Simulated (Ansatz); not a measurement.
A structure relaxed at PBE-D4/def2-SVP in Ansatz, charge 0, singlet:

Cartesian coordinates in Å:
```
Zn 1.051 0.189 -1.086
Zn 2.072 0.605 2.111
Zn -2.069 -0.601 -2.110
Zn -1.051 -0.194 1.085
Br 3.130 -0.312 -0.022
Br -3.130 0.311 0.023
Br -0.297 -1.949 -0.633
Br -0.181 0.849 -3.024
Br 0.299 1.944 0.632
Br 3.415 1.674 3.603
Br 0.184 -0.852 3.020
Br -3.422 -1.663 -3.600
```

Question: Give its formula and point group.

Answer: Zn₄Br₈ (the lowest singlet isomer of a short search). Point group C2h (tolerance 0.1 Å).

Question: Summarise the bond lengths by kind (pairs closer than 1.2 times the sum of covalent radii, bridged metal pairs left out).

Answer: 16 × Br–Zn 2.27 to 2.67 Å.

The structure comes from a short search, and lower isomers may exist.
